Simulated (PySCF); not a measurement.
Excitation energy of Hf(2+) by level of theory

Hf(2+) [Xe] 4f14 5d2 (3F) → Hf(2+) [Xe] 4f14 5d1 6p1 (high-spin determinant), as a difference of total energies. Calculation: PySCF 2.14, in aug-cc-pwCVTZ-PP with ECP60MDF (8s8p7d4f3g, 122 functions); scalar relativity through the core potential. Correlated levels: valence: 5s2 5p6 frozen; valence and next inner shell: nothing frozen outside the core potential. The calculations carry no spin-orbit coupling.

```tsv
method	excitation energy (eV)
UHF	5.711
LDA	5.578
PBE	5.612
PBE0	5.759
r2SCAN	5.817
HSE06	5.741
wB97X-V	5.819
M06-L	6.009
MP2 (valence)	5.719
MP2 (valence and next inner shell)	5.755
```

Task: Estimate what SCS-MP2 (valence) gives.

Result: 5.714 eV, closest to UHF among the rows shown.

Task: Estimate what SCS-MP2 (valence and next inner shell) gives.

Result: 5.777 eV, closest to PBE0 among the rows shown.

The determinant of the upper state mixes LS terms, which raises its energy above the lowest term, most at the Hartree-Fock and MP2 levels.
